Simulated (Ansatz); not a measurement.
C6H18GeOSi⁻, that is GeMe3(OSiMe3) with one electron more: single points at one geometry.

```yaml
crystal:
  periodic: [false, false, false]
  atoms:
    - {symbol: Ge, position_ang: [0.515482, 0.784966, 1.365364]}
    - {symbol: C, position_ang: [0.246075, 0.317268, 3.231494]}
    - {symbol: H, position_ang: [-0.828788, 0.264216, 3.458056]}
    - {symbol: H, position_ang: [0.708753, 1.066018, 3.892000]}
    - {symbol: H, position_ang: [0.694078, -0.664347, 3.444165]}
    - {symbol: C, position_ang: [2.403815, 0.800540, 0.881802]}
    - {symbol: H, position_ang: [2.955075, 1.529421, 1.495543]}
    - {symbol: H, position_ang: [2.534197, 1.070993, -0.176140]}
    - {symbol: H, position_ang: [2.845416, -0.193895, 1.042192]}
    - {symbol: C, position_ang: [-0.347594, 2.470496, 0.901463]}
    - {symbol: H, position_ang: [-1.434027, 2.396726, 1.056236]}
    - {symbol: H, position_ang: [-0.163736, 2.726746, -0.152251]}
    - {symbol: H, position_ang: [0.038854, 3.289002, 1.528040]}
    - {symbol: O, position_ang: [-0.281706, -0.520845, 0.446900]}
    - {symbol: Si, position_ang: [-0.618846, -0.982505, -1.112120]}
    - {symbol: C, position_ang: [-1.732976, 0.286955, -1.939487]}
    - {symbol: C, position_ang: [-1.493243, -2.636523, -1.015709]}
    - {symbol: C, position_ang: [0.973036, -1.150923, -2.100131]}
    - {symbol: H, position_ang: [-2.021113, -0.039967, -2.951795]}
    - {symbol: H, position_ang: [-1.232668, 1.263828, -2.034939]}
    - {symbol: H, position_ang: [-2.656316, 0.437478, -1.357860]}
    - {symbol: H, position_ang: [-2.420899, -2.552497, -0.427861]}
    - {symbol: H, position_ang: [-1.756164, -3.010286, -2.018201]}
    - {symbol: H, position_ang: [-0.853392, -3.388215, -0.527184]}
    - {symbol: H, position_ang: [1.486704, -0.182126, -2.207864]}
    - {symbol: H, position_ang: [1.669360, -1.848559, -1.608183]}
    - {symbol: H, position_ang: [0.770634, -1.533956, -3.113529]}
basis:
  gaussian: {orbitals: def2-TZVP}
total_charge: -1
magnetization: {spin_polarized: true, initial_magnetization: 1}
hamiltonian: {xc: pbe0, dispersion: d4}
scf: {omitted_lower_state_checks: [starts]}
output: {orbitals: {seedname: orbitals}}
```

The file start.molden holds the orbitals of an earlier run on this structure, at another level or in another basis.

```sh
$ ansatz run in.yaml --threads 4 --pin off --events-out ev --progress --plain --max-ram 6963MiB
```

Output, abridged:

```
Functional definition: PBE0
2692 factors; their error is unknown
the host lacks memory for fits, so the integrals are decomposed
2817 factors; integrals over basis functions are off by at most 1.3e-3 eV
mean field evaluation 1: about -72920.6261 eV, gradient 7.4e1 eV
mean field evaluation 2: about -72912.6258 eV, gradient 8.4e1 eV
mean field evaluation 4: about -72943.6904 eV, gradient 5.4e0 eV
mean field evaluation 8: about -72943.8965 eV, gradient 1.1e-1 eV
mean field evaluation 16: about -72943.8969 eV, gradient 8.9e-4 eV
a density is far from that of the atoms, so the factors are made again for it
2853 factors; integrals over basis functions are off by at most 1.2e-3 eV
mean field -72943.89687301 eV, -2680.6387669342 hartree, gradient 2.0e-5 eV, S^2 0.750448; 0 other end points of the search recorded, 0 dependent functions left out
reference -72943.89693191 eV, -2680.6387690987 hartree; 55, 54 occupied and 355, 356 virtual orbitals, 2853 factors
Total energy: -72944.57241588 eV, -2680.6635926765 hartree
Checks for a lower state left out: starts
```

Run time 71 s (4 threads of Arm Neoverse V1 on a shared host), peak host memory 2.7 GiB.

First input, but with `gaussian: {orbitals: def2-TZVP, initial_orbitals: start.molden}`, `hamiltonian: {xc: pbe, dispersion: d4}` (abridged; 21 s):

```
Functional definition: PBE
mean field -72940.43791511 eV, -2680.5116525756 hartree, gradient 1.7e-5 eV, S^2 0.750305
Total energy: -72941.21286673 eV, -2680.5401315226 hartree
Checks for a lower state left out: starts
```

As the first input, with `gaussian: {orbitals: def2-TZVP, initial_orbitals: start.molden}`, `hamiltonian: {xc: {name: B2PLYP}}` and without the key `output` (abridged; 1.9 min):

```
Functional definition: B2PLYP
a density is far from that of the atoms, so the factors are made again for it
mean field evaluation 16: about -72928.2708 eV, gradient 6.4e-3 eV
mean field -72928.27085352 eV, -2680.0645213093 hartree, gradient 1.4e-6 eV, S^2 0.750465; 1 other end points of the search recorded, 0 dependent functions left out
21 core orbitals not correlated: weight in the atoms' cores, before any rotation towards them, 1.000 or more for the frozen orbitals, at most 0.000 for the correlated occupied ones
second order -55.59873974 eV of doubles, -0.00000000 eV of singles
Total energy: -72943.28281367 eV, -2680.6162006694 hartree
Checks for a lower state left out: starts
```

Geometry: PBE0-D4/def2-SVP, that of the neutral singlet.

Correlated methods freeze 21 core orbitals; core or outer-core shells of Ge are correlated, in sets that lack core-valence functions. At PBE0-D4/def2-TZVP, PBE-D4/def2-TZVP the highest occupied level of the charge -1 doublet lies above zero (up to 2.95 eV). By energy differences it is unbound by 1.37 eV (vertical, to the charge 0 singlet, at PBE-D4/def2-TZVP) and held by the finite basis.
